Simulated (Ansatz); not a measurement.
Reaction (redistribution): `[F][Nb](=[S])([Cl])[Cl]` + `O[Si](F)(Cl)O[SiH3]` → `[OH][Nb](=[S])([Cl])[Cl]` + `F[Si](F)(Cl)O[SiH3]`

Calculated with Ansatz (gas phase, PBE0-D4/def2-TZVP geometries, no zero-point term in ΔE). CCSD(T)/CBS adds triple-zeta CCSD(T) − MP2 to the extrapolated MP2 energy (def2 sets, frozen cores). DFT in def2-TZVPP. B3LYP here is the variant with VWN-RPA as its local correlation; programs differ in this. def2 core potentials past Kr. For Nb outer-core shells are correlated without core-valence functions, which leaves a few kJ/mol of doubt a bond. One conformer a species, not always the lowest.

| level | ΔE (kJ/mol) |
| --- | --- |
| PBE0-D4 | -15.4 |
| ωB97M-V | -15.4 |
| B2PLYP | -18.7 |
| B3LYP | -16.7 |
| CCSD/def2-TZVPP | -21.9 |
| MP2/def2-QZVPP | -23.5 |
| SCS-MP2/def2-QZVPP | -22.7 |
| CCSD/CBS(def2) | -22.5 |

Problem. What does CCSD(T)/CBS give? (An estimate is asked.)

Solution. Ansatz gave: -21.6 kJ/mol. The listed levels differ from it by 6.2, 6.2, 2.9, 4.9, -0.3, -1.9, -1.1, -0.9 kJ/mol.

Largest T1 diagnostic among the species: 0.022, so the coupled-cluster value is less sure than usual.

From PBE to PBE0 (25 % exact exchange), in def2-TZVPP and without D4, ΔE moves by −3.6 kJ/mol.
